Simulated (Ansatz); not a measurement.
```yaml
crystal:
  periodic: [false, false, false]
  atoms:
    - {symbol: N, position_ang: [-1.310196, 1.136832, 0.502023]}
    - {symbol: Ge, position_ang: [0.018564, -0.042530, 0.047335]}
    - {symbol: N, position_ang: [-0.464414, -1.555994, 0.951961]}
    - {symbol: N, position_ang: [0.279379, -0.662817, -1.658695]}
    - {symbol: N, position_ang: [1.570100, 0.802688, 0.485535]}
    - {symbol: H, position_ang: [-1.279111, 2.030346, 0.032966]}
    - {symbol: H, position_ang: [-2.243733, 0.757037, 0.433196]}
    - {symbol: H, position_ang: [0.187523, -2.319786, 0.838040]}
    - {symbol: H, position_ang: [-0.616297, -1.405454, 1.939704]}
    - {symbol: D, position_ang: [0.480486, 0.042387, -2.352650]}
    - {symbol: H, position_ang: [-0.457303, -1.264359, -1.999177]}
    - {symbol: H, position_ang: [2.340018, 0.756165, -0.160374]}
    - {symbol: H, position_ang: [1.515383, 1.690786, 0.955036]}
basis:
  gaussian: {orbitals: 6-31G, fitting: {mean_field: cc-pVTZ-jkfit}}
hamiltonian: {xc: {name: wB97}}
output: {forces: true}
```

```sh
$ ansatz run in.yaml --threads 2 --pin off --events-out ev --progress --plain --max-ram 32768MiB --backend cpu
```

Shortened log:

```
Error: YAML parse error: error: line 13 column 16: `D` is not an element symbol (H … Og, case-exact)
11 |     - {symbol: H, position_ang: [0.187523, -2.319786, 0.838040]}
12 |     - {symbol: H, position_ang: [-0.616297, -1.405454, 1.939704]}
13 |     - {symbol: D, position_ang: [0.480486, 0.042387, -2.352650]}
14 |     - {symbol: H, position_ang: [-0.457303, -1.264359, -1.999177]}
15 |     - {symbol: H, position_ang: [2.340018, 0.756165, -0.160374]}
```

Question: What is wrong with this run?

Answer: An element symbol is wrong. The program refused the input.
